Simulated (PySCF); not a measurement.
Compound: C6H5F2O2 (doublet state).
Cartesian coordinates in Å at the GFN2-xTB level; atoms count from 1:
```xyz
15
C6H5F2O2 angstrom
C      0.512    2.308    0.927
C      0.373    1.194    0.486
C      0.240   -0.101   -0.026
C     -0.957   -0.673   -0.353
O     -2.103   -0.025   -0.193
C     -3.265   -0.575   -0.511
O      1.371   -0.898   -0.255
C      2.565   -0.408    0.123
F      3.396   -1.442    0.325
F      3.135    0.336   -0.862
H      0.604    3.283    1.301
H     -0.972   -1.678   -0.757
H     -3.321   -1.568   -0.919
H     -4.126    0.037   -0.341
H      2.544    0.220    1.033
```

The hyperfine couplings belong to this conformer and change with its torsions.

The species is `C(/O[CH2])=C(\OC(F)F)C#C` [radical].

Computed with UKS B3LYP, pcH-1 on C F H O, non-relativistic, mean-field spin-orbit, GIAO (PySCF). One conformer (not necessarily the lowest) at the GFN2-xTB geometry, without solvent, vibrations or thermal averaging. The geometry wasn't refined by DFT: couplings that depend on bond lengths, twists or pyramidal angles can differ widely from those at the functional's own minimum. Stability of the SCF solution: not tested.

Mulliken spin populations: C1 +0.090, C2 -0.045, C3 +0.143, C4 -0.102, O5 +0.072, C6 +0.916, O7 +0.011, C8 0.000, F9 0.000, F10 +0.001, H11 -0.004, H12 +0.004, H13 -0.043, H14 -0.042, H15 0.000.

Question: Give the computed dipolar 1H tensors of H11, H12, H15.

Answer: 
```
atom                                            position  distance from C6 (Å)  T1 (MHz)     T2    T3
 H11                                     6 bonds from C6                  5.76     -3.25  -0.49  3.74
 H12  γ, 3 bonds from C6, on C4 of spin population -0.10                  2.56     -4.51  -4.06  8.56
 H15                                     6 bonds from C6                  6.06     -0.87  -0.54  1.41
```

Question: Estimate them with point dipoles: put each population ρk at its nucleus, leave out the nucleus itself and the atom bound to it, and sum T = Σ [ρk/(2S)]·C·(3 n nᵀ − 1)/r³ with C = μ0 gₑ μB g_N μN/(4π h) = 79.06 MHz Å³.

Answer: 
```tsv
atom	T1 (MHz)	T2	T3	T3, computed	difference in T3 (%)
H11	-0.38	-0.26	0.65	3.74	-83
H12	-5.85	-2.01	7.87	8.56	-8
H15	-0.99	-0.58	1.57	1.41	+11
```

In T3 the estimate is closest for H12 (-8 %, 2.56 Å from C6) and worst for H11 (-83 %, 5.76 Å).

Question: If all the spin sat on C6, T∥ = 2C/r³. What distance does the computed T3 of H12 then imply?

Answer: r = (2 × 79.06/8.56)^(1/3) = 2.64 Å, against 2.56 Å in the structure.
